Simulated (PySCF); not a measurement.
Several molecules and their computed UV-vis stick spectra, shuffled. Computed with TDDFT wB97X-D/def2-SVPD, vertical, gas phase, core orbitals frozen in the response in PySCF. Geometries: GFN2-xTB; one conformer of each isolated species. Triplets are in the Tamm–Dancoff approximation.

A. `CCO/C=C\[SiH2]F`
B. `C=C[SiH2]C(=C)O[SiH3]`
C. `C=CO[SiH3]`
D. `C(c1ccn(C=O)c1)#N`

Lowest singlet levels (six at most, fewer where fewer were computed) with oscillator strengths:

1. 5.00 eV (f 0.019); 5.00 eV (f 0.009); 5.72 eV (f 0.313); 6.79 eV (f 0.333); 6.82 eV (f 0.000); 7.00 eV (f 0.000); T1 3.56 eV
2. 6.55 eV (f 0.028); 6.65 eV (f 0.172); 6.74 eV (f 0.019); 6.83 eV (f 0.002); 7.00 eV (f 0.001); 7.28 eV (f 0.029); T1 4.29 eV
3. 6.28 eV (f 0.403); 6.56 eV (f 0.015); 6.97 eV (f 0.025); 7.40 eV (f 0.002); 7.65 eV (f 0.003); 7.76 eV (f 0.000); T1 4.07 eV
4. 6.57 eV (f 0.016); 7.14 eV (f 0.293); 7.43 eV (f 0.039); 7.53 eV (f 0.004); 7.87 eV (f 0.009); 8.17 eV (f 0.014); T1 4.57 eV

**Question.** Which spectrum belongs to which structure?

**Answer.** 1 = D, 2 = B, 3 = A, 4 = C.
- A: S1 at 6.28 eV, HOMO→LUMO (96%); Löwdin shares by element: HOMO carbon 55% or more, oxygen 26%, silicon 5%; LUMO carbon 58% or more, silicon 12%, oxygen 10% (atoms not listed hold the other 20%); HOMO -8.81 and LUMO 1.57 eV.
- B: S1 at 6.55 eV, HOMO→LUMO (54%), HOMO→LUMO+2 (33%); Löwdin shares by element: HOMO carbon 62% or more, oxygen 22% (atoms not listed hold the other 16%); LUMO carbon 67% or more, silicon 9% or more, hydrogen 5% or more (atoms not listed hold the other 19%); HOMO -8.97 and LUMO 1.38 eV.
- C: S1 at 6.57 eV, HOMO→LUMO (90%); Löwdin shares by element: HOMO carbon 63%, oxygen 23%; LUMO silicon 39%, hydrogen 34% or more (atoms not listed hold the other 26%); HOMO -8.94 and LUMO 1.95 eV; point group Cs.
- D: S1 at 5.00 eV, HOMO→LUMO (63%), HOMO-2→LUMO (28%); Löwdin shares by element: HOMO carbon 74% or more (atoms not listed hold the other 26%); LUMO carbon 47% or more, oxygen 19% (atoms not listed hold the other 34%); HOMO -9.44 and LUMO -0.43 eV; point group Cs, 2 of its 6 listed states under f = 0.0005.
B and C have S1 within 0.02 eV of each other; their strongest listed levels stand at 6.65 eV (f 0.172) and 7.14 eV (f 0.293).
